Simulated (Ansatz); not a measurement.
C₆H₁₅N, triplet, at the geometry of the source list (a higher spin typed on purpose: for a closed-shell molecule this is an excited state). Base run: CAM-B3LYP/STO-3G (Ansatz, a quantum-chemistry and plane-wave program).

The Ansatz input:
Ansatz 0.2 input:
```yaml
crystal:
  periodic: [false, false, false]
  atoms:
    - {symbol: C, position_ang: [2.29890000, 0.92850000, 0.33650000]}
    - {symbol: C, position_ang: [1.21450000, -0.12660000, 0.11940000]}
    - {symbol: C, position_ang: [1.67140000, -1.13920000, -0.93650000]}
    - {symbol: N, position_ang: [-0.03610000, 0.48650000, -0.31440000]}
    - {symbol: C, position_ang: [-1.22000000, 0.18260000, 0.46630000]}
    - {symbol: C, position_ang: [-2.33820000, 1.13260000, 0.04450000]}
    - {symbol: C, position_ang: [-1.64390000, -1.26650000, 0.21740000]}
    - {symbol: H, position_ang: [2.48520000, 1.46540000, -0.59170000]}
    - {symbol: H, position_ang: [1.99460000, 1.64340000, 1.09970000]}
    - {symbol: H, position_ang: [3.22720000, 0.46060000, 0.65620000]}
    - {symbol: H, position_ang: [1.05480000, -0.65770000, 1.07110000]}
    - {symbol: H, position_ang: [0.90210000, -1.88750000, -1.09820000]}
    - {symbol: H, position_ang: [2.58610000, -1.63500000, -0.62110000]}
    - {symbol: H, position_ang: [1.85210000, -0.62630000, -1.87740000]}
    - {symbol: H, position_ang: [0.07590000, 1.49120000, -0.39680000]}
    - {symbol: H, position_ang: [-1.03800000, 0.30980000, 1.55480000]}
    - {symbol: H, position_ang: [-2.51940000, 1.02780000, -1.02220000]}
    - {symbol: H, position_ang: [-2.06620000, 2.16650000, 0.25050000]}
    - {symbol: H, position_ang: [-3.25510000, 0.90490000, 0.58200000]}
    - {symbol: H, position_ang: [-0.88860000, -1.95840000, 0.57990000]}
    - {symbol: H, position_ang: [-2.57890000, -1.47970000, 0.72900000]}
    - {symbol: H, position_ang: [-1.77840000, -1.42290000, -0.84910000]}
basis:
  gaussian:
    orbitals: STO-3G
hamiltonian:
  xc: cam_b3lyp
magnetization: {spin_polarized: true, initial_magnetization: 2}
```

The base run was repeated with changes; each row names its change, and settings that it needs were set with it.

```
change                                                            ΔE vs base (kcal/mol)
----------------------------------------------------------------  ---------------------
base                                                                              0.000
final_grid = 10, 20, 41                                                           0.000
final_grid = 6, 12, 29                                                            0.001
forces = on                                                                       0.000
point_charge = charge:0.5 position_ang:-0.2088, -5.4971, -3.3258                 -0.598
lower_state_search = off                                                          0.000
lower_state_search = full                                                         0.000
lower_state_search = light                                                        0.000
point_charge = charge:-1.0 position_ang:-2.578, -1.6564, -5.651                   -0.84
accuracy = high                                                                  -0.004
point_charge = charge:1.0 position_ang:0.1049, -5.3234, -3.6019                   -1.51
```
